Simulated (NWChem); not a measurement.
System meant: C$_{3}$H$_{4}$F$_{2}$Si; SMILES C#CC(F)(F)[SiH3]

Input file for NWChem:

```
start job
memory heap 200 mb stack 900 mb global 1100 mb
geometry units angstroms noautoz
  C      0.985600     2.379201     0.000000
  C      0.300779     1.366939     0.000000
  C     -0.410417     0.088901     0.000000
  F     -1.228668     0.000806     1.113149
  F     -1.228668     0.000806    -1.113149
  Si     0.781886    -1.450218     0.000000
  H      1.573656     3.287160     0.000000
  H      1.631720    -1.395445     1.234869
  H     -0.082406    -2.675983     0.000000
  H      1.631720    -1.395445    -1.234869
end
basis spherical
  * library def2-svp
end
dft
  odft
  mult 2
  xc xpbe96 cpbe96
  iterations 150
  mulliken
end
task dft energy
```

End of the output:

```
                                 NWChem DFT Module
                                 -----------------

 Summary of "ao basis" -> "ao basis" (spherical)
 ------------------------------------------------------------------------------
       Tag                 Description            Shells   Functions and Types
 ---------------- ------------------------------  ------  ---------------------
 C                          def2-svp                 6       14   3s2p1d
 F                          def2-svp                 6       14   3s2p1d
 Si                         def2-svp                 8       18   4s3p1d
 H                          def2-svp                 3        5   2s1p

 Summary of "ao basis" -> "ao basis" (spherical)
 ------------------------------------------------------------------------------
       Tag                 Description            Shells   Functions and Types
 ---------------- ------------------------------  ------  ---------------------
 C                          def2-svp                 6       14   3s2p1d
 F                          def2-svp                 6       14   3s2p1d
 Si                         def2-svp                 8       18   4s3p1d
 H                          def2-svp                 3        5   2s1p

      Symmetry analysis of basis
      --------------------------

        a'         70
        a"         38

  number of electrons :                   54
  multiplicity        :                    2
 ------------------------------------------------------------------------
  no. of electrons and multiplicity not compatible                  54
 ------------------------------------------------------------------------
 ------------------------------------------------------------------------
  current input line :
    25: task dft energy
 ------------------------------------------------------------------------
 ------------------------------------------------------------------------
 There is an error in the input file
 ------------------------------------------------------------------------
 For more information see the NWChem manual at https://nwchemgit.github.io

0: no. of electrons and multiplicity not compatible:Received an Error in Communication
```

Problem. Can this run be used? If not, why, and what is the fix?

Solution. The program refused the input. Cause: the multiplicity doesn't fit the number of electrons (an even count wants an odd multiplicity, and the reverse). This input runs:
```
start job
memory heap 200 mb stack 900 mb global 1100 mb
geometry units angstroms noautoz
  C      0.985600     2.379201     0.000000
  C      0.300779     1.366939     0.000000
  C     -0.410417     0.088901     0.000000
  F     -1.228668     0.000806     1.113149
  F     -1.228668     0.000806    -1.113149
  Si     0.781886    -1.450218     0.000000
  H      1.573656     3.287160     0.000000
  H      1.631720    -1.395445     1.234869
  H     -0.082406    -2.675983     0.000000
  H      1.631720    -1.395445    -1.234869
end
basis spherical
  C library def2-svp
  F library def2-svp
  Si library def2-svp
  H library def2-svp
end
dft
  xc xpbe96 cpbe96
  iterations 150
  mulliken
end
task dft energy
```
It converges to -604.98221 Ha (PBE/def2-SVP).
